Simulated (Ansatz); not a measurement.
```yaml
crystal:
  periodic: [false, false, false]
  atoms:
    - {symbol: C, position_ang: [-2.017458, -2.509212, 1.918834]}
    - {symbol: O, position_ang: [-0.672281, -0.279232, 1.541631]}
    - {symbol: Al, position_ang: [0.919497, 1.138374, -0.811849]}
    - {symbol: N, position_ang: [2.316702, 4.093791, -0.243293]}
    - {symbol: S, position_ang: [1.287203, -0.600387, -4.541155]}
    - {symbol: H, position_ang: [-1.125871, -3.644500, 3.402089]}
    - {symbol: H, position_ang: [-2.128117, -3.679973, 0.208569]}
    - {symbol: H, position_ang: [-3.953084, -2.085492, 2.516236]}
    - {symbol: H, position_ang: [3.309354, 5.091636, -1.520566]}
    - {symbol: H, position_ang: [2.229338, 5.018541, 1.415934]}
    - {symbol: H, position_ang: [-0.041887, -2.651068, -3.847501]}
basis:
  gaussian: {orbitals: def2-SVP}
magnetization: {spin_polarized: true, initial_magnetization: 2}
hamiltonian: {xc: {name: BHLYP}}
accuracy: high
output: {forces: true}
```

```sh
$ ansatz run in.yaml --threads 4 --pin off --events-out ev --progress --plain --max-ram 10444MiB
```

It prints (some lines left out):

```
Functional definition: BHLYP
2107 factors; integrals over basis functions are off by at most 3.3e-8 eV
mean field evaluation 1: about -22034.1649 eV, gradient 5.6e1 eV
mean field evaluation 2: about -21701.2246 eV, gradient 1.7e2 eV
mean field evaluation 4: about -21988.5514 eV, gradient 7.7e1 eV
mean field evaluation 8: about -22058.3031 eV, gradient 3.9e0 eV
mean field evaluation 16: about -22060.7603 eV, gradient 8.1e-1 eV
mean field evaluation 32: about -22060.8958 eV, gradient 1.6e-1 eV
mean field evaluation 64: about -22060.5279 eV, gradient 2.3e0 eV
mean field evaluation 96: about -22061.0323 eV, gradient 3.1e-4 eV
mean field evaluation 160: about -22059.3884 eV, gradient 9.5e-5 eV
mean field -22061.03231490 eV, -810.7279840677 hartree, gradient 2.4e-8 eV, S^2 6.317593; 8 other end points of the search recorded, 0 dependent functions left out
reference -22061.03236327 eV, -810.7279858454 hartree; 29, 27 occupied and 79, 81 virtual orbitals, 2107 factors
Total energy: -22061.03236327 eV, -810.7279858454 hartree
Atom 0 at    -2.017458    -2.509212     1.918834 Å, force    -0.432643    -0.693945     0.151029 eV/Å
Atom 1 at    -0.672281    -0.279232     1.541631 Å, force     0.246705    -0.106828    -0.873283 eV/Å
Atom 2 at     0.919497     1.138374    -0.811849 Å, force    -0.634731    -0.556287     0.951604 eV/Å
Atom 3 at     2.316702     4.093791    -0.243293 Å, force     0.658156     1.375998     0.244660 eV/Å
Atom 4 at     1.287203    -0.600387    -4.541155 Å, force    -0.480956    -0.681257     0.344021 eV/Å
Atom 5 at    -1.125871    -3.644500     3.402089 Å, force    -0.630159     0.850785    -1.082115 eV/Å
Atom 6 at    -2.128117    -3.679973     0.208569 Å, force     0.098471     0.863739     1.208904 eV/Å
Atom 7 at    -3.953084    -2.085492     2.516236 Å, force     1.422841    -0.281199    -0.439651 eV/Å
Atom 8 at     3.309354     5.091636    -1.520566 Å, force    -0.831685    -0.784776     1.148422 eV/Å
Atom 9 at     2.229338     5.018541     1.415934 Å, force     0.121236    -0.703563    -1.416992 eV/Å
Atom 10 at    -0.041887    -2.651068    -3.847501 Å, force     0.462765     0.717334    -0.236599 eV/Å
Dipole moment:     1.190229     1.286293    -1.402918 e Å
```

Q: What is wrong with this run?

A: The coordinates are in bohr but typed as ångström. The run converged. The result belongs to that input, not to the molecule as meant.
